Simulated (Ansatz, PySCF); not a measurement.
C3H6NO, SMILES C[N]C(C)=O, multiplicity 2. Atoms are numbered in the order given.

```xyz
11

C      1.9948     0.4767     0.5206
N      0.9177    -0.4596     0.5979
C     -0.3338    -0.0563     0.1682
C     -1.4931    -0.7237     0.8665
O     -0.4592     0.7045    -0.7824
H      2.8547     0.0226    -0.0022
H      1.7164     1.4295     0.0386
H      2.3479     0.6773     1.5523
H     -2.4329    -0.2407     0.5698
H     -1.3665    -0.6791     1.9596
H     -1.5224    -1.7891     0.5877
```
Charge 0, spin multiplicity 2.

Geometry: B3LYP-D3(BJ)/def2-SVP. The isomer is the one that the SMILES or the coordinates give; other isomers of the formula were not compared.

Two levels are set side by side: PBE-D3(BJ)/def2-SVP (Ansatz, a first-principles code) and B3LYP-D3(BJ)/def2-SVP (Ansatz). Each level has its own optimised geometry; the coordinates shown are those of the second. Frequencies come from the Hessian of PySCF at each geometry. Differences are taken from unrounded values.

```
quantity                            B3LYP-D3(BJ)
----------------------------------  ------------
mean bond length (Å)                       1.216
bond C1–N2 (Å)                             1.429
bond N2–C3 (Å)                             1.383
bond C3–C4 (Å)                             1.509
bond C3–O5 (Å)                             1.224
bond C1–H6 (Å)                             1.104
bond C1–H7 (Å)                             1.103
bond C1–H8 (Å)                             1.109
bond C4–H9 (Å)                             1.098
bond C4–H10 (Å)                            1.101
bond C4–H11 (Å)                            1.102
highest harmonic wavenumber (cm⁻¹)          3165
mean harmonic wavenumber (cm⁻¹)             1412
zero-point energy (kcal/mol)               54.50
```

Task: What does PBE-D3(BJ) give, and how far is it from B3LYP-D3(BJ)? (An estimate is asked for; the answer gives what the named calculation found.)

Result: 
```csv
quantity,PBE-D3(BJ),PBE-D3(BJ) minus B3LYP-D3(BJ)
mean bond length (Å),1.221,0.005
bond C1–N2 (Å),1.427,-0.002
bond N2–C3 (Å),1.362,-0.021
bond C3–C4 (Å),1.508,-0.001
bond C3–O5 (Å),1.246,0.022
bond C1–H6 (Å),1.114,0.010
bond C1–H7 (Å),1.112,0.009
bond C1–H8 (Å),1.115,0.006
bond C4–H9 (Å),1.107,0.009
bond C4–H10 (Å),1.107,0.005
bond C4–H11 (Å),1.110,0.008
highest harmonic wavenumber (cm⁻¹),3100,-64
mean harmonic wavenumber (cm⁻¹),1376,-36
zero-point energy (kcal/mol),53.11,-1.40
```

Exact exchange shortens and stiffens bonds; PBE has none. Differences between two approximate levels are no errors against the true value.
